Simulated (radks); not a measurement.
The numbers below are computed, except where a source is named.
These are the eigenvalues of the occupied orbitals of an atom or ion with whole-number occupations (eV). Level of theory: Dirac Kohn-Sham, PBE, spin-unpolarised, spherical densities, finite nucleus; Fermi nuclear charge, rms radius of each element as measured or else 0.836 A^(1/3) + 0.57 fm (a radial shooting solver on a logarithmic mesh with Libxc functionals).

1s1/2: -65449.45
2s1/2: -11409.09
2p1/2: -10910.91
2p3/2: -9718.917
3s1/2: -2806.018
3p1/2: -2584.653
3p3/2: -2329.088
3d3/2: -1953.660
3d5/2: -1897.912
4s1/2: -773.4772
4p1/2: -682.3552
4p3/2: -622.7078
4d3/2: -472.2347
4d5/2: -461.0636
5s1/2: -291.5992
4f5/2: -272.1804
4f7/2: -270.0275

Which element is it, and in what charge state? The configuration may be excited. Open shells, if any, fill j = l - 1/2 first.

Answer. Z = 72, hafnium, charge +13: Hf13+ in [Kr] 4d10 4f11 5s2. The list shows which subshells hold electrons but not how many an open one holds; the 1s level, -2405.2 hartree, gives Z - s = 69.4 by -(Z - s)^2/2, which with screening and relativity narrows Z to a few neighbours, and the depths of the outer levels then fix element, charge and occupations together.
